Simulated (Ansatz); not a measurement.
ZnMeBr (CH₃BrZn). The state is a singlet with charge 0. Geometry PBE0-D4/def2-TZVP; atoms count from 1.

| atom | x (Å) | y (Å) | z (Å) |
| --- | --- | --- | --- |
| Zn1 | -0.070 | -0.169 | 1.085 |
| C2 | 0.053 | 0.127 | -0.817 |
| H3 | 0.931 | -0.378 | -1.222 |
| H4 | 0.135 | 1.194 | -1.029 |
| H5 | -0.836 | -0.261 | -1.318 |
| Br6 | -0.214 | -0.513 | 3.301 |

Question: Estimate the Mulliken populations from the PBE0/def2-TZVP orbitals of Ansatz.

Answer: 
```
atom  charge (e)  d electrons
 Zn1        0.46        10.03
  C2       -0.57            –
  H3        0.15            –
  H4        0.15            –
  H5        0.15            –
 Br6       -0.32            –
```
Mulliken values depend strongly on the basis.

Question: And the Mayer bond orders between heavy atoms (over 0.3)?

Answer: Zn1–C2 0.96 (1.93 Å); Zn1–Br6 1.03 (2.25 Å).
